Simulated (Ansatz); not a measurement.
`C#C[Si](F)(Cl)Cl` + HCl → `F[Si](Cl)(Cl)Cl` + `C#C` at 400 K and 1 bar (ligand exchange at the Si–C bond).

Program: Ansatz. Geometries: PBE0-D4/def2-TZVP. ΔE: electronic, gas phase. CBS: MP2 limit from def2 TZ/QZ plus the TZ coupled-cluster correction, frozen cores. This one scheme is used for every species.

| species | CCSD(T)/CBS energy (Eh) | H − E (kJ/mol) | S (J/(mol·K)) |
| --- | --- | --- | --- |
| `C#C[Si](F)(Cl)Cl` | -1385.25733 | 102.0 | 392.9 |
| HCl | -460.38127 | 29.6 | 195.4 |
| `F[Si](Cl)(Cl)Cl` | -1768.43208 | 50.3 | 358.0 |
| `C#C` | -77.22717 | 85.5 | 213.8 |

H − E and S are ideal-gas, rigid-rotor, harmonic terms from PBE0-D4/def2-TZVP. 1 Eh = 2625.50 kJ/mol, R = 8.31446 J/(mol·K).

Question: By hand: ΔE, ΔH, ΔS and ΔG.

Answer: ΔE = (-1768.43208) + (-77.22717) − (-1385.25733) − (-460.38127) = -0.02065 Eh = -54.2 kJ/mol. Δ(H − E) = 50.3 + 85.5 − 102.0 − 29.6 = 4.2, so ΔH = -50.0 kJ/mol. ΔS = 358.0 + 213.8 − 392.9 − 195.4 = -16.5 J/(mol·K). ΔG = -50.0 − 400 × (-16.5)/1000 = -43.4 kJ/mol.

Question: By hand: the equilibrium constant, and the temperature at which ΔG would vanish if ΔH and ΔS stayed fixed.

Answer: log₁₀ K = −ΔG/(RT ln 10) = 5.7. ΔG = 0 at ΔH/ΔS = 3030 K, far beyond where these terms or the molecules hold.

ΔH outweighs TΔS. A doubt of 5 kJ/mol in ΔE shifts log₁₀ K by 0.7 here. These are equilibria of isolated gas molecules and say nothing of rates. Largest T1 diagnostic: 0.013 (customary marks: 0.02 for closed shells, 0.045 for open ones).
